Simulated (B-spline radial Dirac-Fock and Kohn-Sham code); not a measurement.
## Satellites and hypersatellites of the K lines of Mo⁷⁺

System: the Mo⁷⁺ ion, configuration 1s2 2s2 2p6 3s2 3p6 3d10 4s2 4p5.

The run's input, task.json:

```json
{"items": [{
  "Z": 42,
  "q": 7,
  "cfg": [[1, 0, 2], [2, 0, 2], [2, 1, 6], [3, 0, 2], [3, 1, 6], [3, 2, 10], [4, 0, 2], [4, 1, 5]],
  "A": 98,
  "rrms": 4.4091,
  "do": ["binding", "quiet", "double"]
}]}
```

Run with: `python xray_run.py task.json out`

Method: Dirac-Fock (average of configuration) total-energy differences with a finite nucleus, the Breit interaction including its frequency dependence, and self-energy and vacuum-polarisation corrections. Computed with a radial finite-basis atomic code. Each two-hole energy is an average over J within one jj subconfiguration, not an observable level; in light atoms, where LS coupling holds, the j-resolved values are not observed lines, and for a K spectator the Kα1 hypersatellite is nearly forbidden. Correlation and solid-state effects are left out.

Lines without a spectator: Kα2 (K-L2) 17372.7 eV, Kβ3 (K-M2) 19588.6 eV. Shifts in eV with one spectator hole (a dash: not computed, or left out as unreliable):

```
spectator hole     Kα2     Kβ3
        K (1s)  +467.2  +593.2
    L2 (2p1/2)   +49.1       –
    M2 (3p1/2)       –  +15.14
    M4 (3d3/2)   +0.44       –
    M5 (3d5/2)   -1.87       –
```

Run: 31 s of CPU time on 1 thread of Neoverse-V1 (shared host), peak memory 0.40 GiB.
